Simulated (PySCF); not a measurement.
Gas-phase reaction: 3 TeF4 + 2 O = TeO2 + 2 TeF6

Method: PySCF energies plus ideal-gas RRHO corrections (1 bar). † marks an energy on the PBE0/def2-TZVP geometry and frequencies; other levels use their own. MP2 and CCSD(T) freeze the core. Open shells (unrestricted): O (multiplicity 3, electronic degeneracy 9); the rest are closed-shell singlets. Spin-orbit splitting is ignored; it lowers the true energy and changes the entropy of O. Te: scalar-relativistic def2 core potential, no spin-orbit coupling. MP2 isn't extrapolated to the basis-set limit; its ΔH°(298 K) is -438.7 kJ in def2-SVP and -558.4 kJ in def2-TZVPP. CCSD(T) isn't extrapolated to the basis-set limit. The harmonic model lacks anharmonicity and excited electronic states, which grow with temperature; levels with a mode under 35 cm⁻¹ are left out. Warning, large T1 diagnostic: TeO2 (CCSD(T)/def2-SVP†).

```json
[
 {"level": "CCSD(T)/def2-SVP†", "ΔE electronic, kJ": "-341", "ΔH°(298 K), kJ": "-326", "ΔS°(298 K), J/K": "-362", "ΔG°(1800 K), kJ": "333"},
 {"level": "HF/def2-TZVP†", "ΔE electronic, kJ": "25", "ΔH°(298 K), kJ": "40", "ΔS°(298 K), J/K": "-362", "ΔG°(1800 K), kJ": "699"},
 {"level": "M06-2X/def2-TZVP†", "ΔE electronic, kJ": "-470", "ΔH°(298 K), kJ": "-455", "ΔS°(298 K), J/K": "-362", "ΔG°(1800 K), kJ": "204"},
 {"level": "MP2/def2-SVP†", "ΔE electronic, kJ": "-454", "ΔH°(298 K), kJ": "-439", "ΔS°(298 K), J/K": "-362", "ΔG°(1800 K), kJ": "220"},
 {"level": "PBE/def2-SVP", "ΔE electronic, kJ": "-462", "ΔH°(298 K), kJ": "-450", "ΔS°(298 K), J/K": "-361", "ΔG°(1800 K), kJ": "203"},
 {"level": "PBE0/def2-QZVP†", "ΔE electronic, kJ": "-438", "ΔH°(298 K), kJ": "-423", "ΔS°(298 K), J/K": "-362", "ΔG°(1800 K), kJ": "236"},
 {"level": "PBE0/def2-SVP†", "ΔE electronic, kJ": "-320", "ΔH°(298 K), kJ": "-305", "ΔS°(298 K), J/K": "-362", "ΔG°(1800 K), kJ": "354"},
 {"level": "PBE0/def2-TZVP", "ΔE electronic, kJ": "-433", "ΔH°(298 K), kJ": "-418", "ΔS°(298 K), J/K": "-362", "ΔG°(1800 K), kJ": "241"},
 {"level": "r2SCAN/def2-TZVP†", "ΔE electronic, kJ": "-498", "ΔH°(298 K), kJ": "-483", "ΔS°(298 K), J/K": "-362", "ΔG°(1800 K), kJ": "176"},
 {"level": "LDA/def2-TZVP†", "ΔE electronic, kJ": "-697", "ΔH°(298 K), kJ": "-682", "ΔS°(298 K), J/K": "-362", "ΔG°(1800 K), kJ": "-23"}
]
```
ΔH° is lowest at LDA/def2-TZVP† and highest at HF/def2-TZVP†. No reference value is set beside these.
